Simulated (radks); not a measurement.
Spherical quantum dot in the effective-mass picture: electrons in a hard-walled sphere of radius 10.3, all in effective atomic units (hartree* = m*/eps^2 hartree, bohr* = eps/m* bohr), one dielectric constant everywhere. Method: non-relativistic Kohn-Sham, LDA (Slater exchange, Perdew-Wang correlation), spin-polarised, spherical densities; computed with a radial shooting solver with Libxc functionals. Levels are named by radial order and angular momentum (1s, 1p, 1d, 2s, ...), and open shells are averaged over m.

N = 13, configuration 1s2 1p6 1d(up 5, down 0). This is the lowest configuration that the search found (a dilute case). Occupied and some empty levels:

level,occupation,eigenvalue (hartree*),<r> (bohr*)
1s up,1,1.5136,7.468
1p up,3,1.5336,7.573
1s down,1,1.5364,7.425
1p down,3,1.5568,7.547
1d up,5,1.5713,7.700
1d down,0,1.5949,7.687
1f up,0,1.6251,7.826
1f down,0,1.6489,7.821
2s up,0,1.7436,4.817
2s down,0,1.7527,4.747
2p up,0,1.8097,5.536
2p down,0,1.8216,5.488

Energy (hartree*): total 10.4447, kinetic 2.0856, external 0, Hartree 10.327, exchange-correlation -1.9683.

Electron density:

r (bohr*),n(r) (e/bohr*^3)
0.564,0.00004631
1.08,0.00006123
1.59,0.00008993
2.10,0.0001395
2.61,0.0002219
3.12,0.0003543
3.63,0.0005611
4.15,0.0008739
4.66,0.001329
5.17,0.001957
5.68,0.002768
6.20,0.003722
6.71,0.004690
7.22,0.005439
7.73,0.005655
8.24,0.005075
8.75,0.003702
9.27,0.001952
9.78,0.0005305
10.3,1.154e-06
